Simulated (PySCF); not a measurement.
A calculated (r2SCAN, PySCF 2.14, aug-cc-pVTZ, the non-relativistic Hamiltonian (point nucleus)) atom or ion has these occupied shells.

| shell | electrons | orbital energy (eV) | rms radius, mean of both spins (bohr) |
| --- | --- | --- | --- |
| 1s α | 1 | -4880.8 | 0.0813 |
| 1s β | 1 | -4880.7 | 0.0813 |
| 2s α | 1 | -563.07 | 0.355 |
| 2s β | 1 | -562.58 | 0.355 |
| 2p α | 3 | -473.12 | 0.322 |
| 2p β | 3 | -472.70 | 0.322 |
| 3s α | 1 | -87.552 | 1.07 |
| 3s β | 1 | -86.363 | 1.07 |
| 3p α | 3 | -63.209 | 1.15 |
| 3p β | 3 | -61.933 | 1.15 |
| 3d α | 1 | -27.301 | 1.42 |
| 4p α | 1 | -15.549 | 3.44 |

(1) Name the element and its charge.

Results:

(1) Ti²⁺ (titanium, charge +2), in [Ar] 3d1 4p1, one real determinant (an excited configuration).
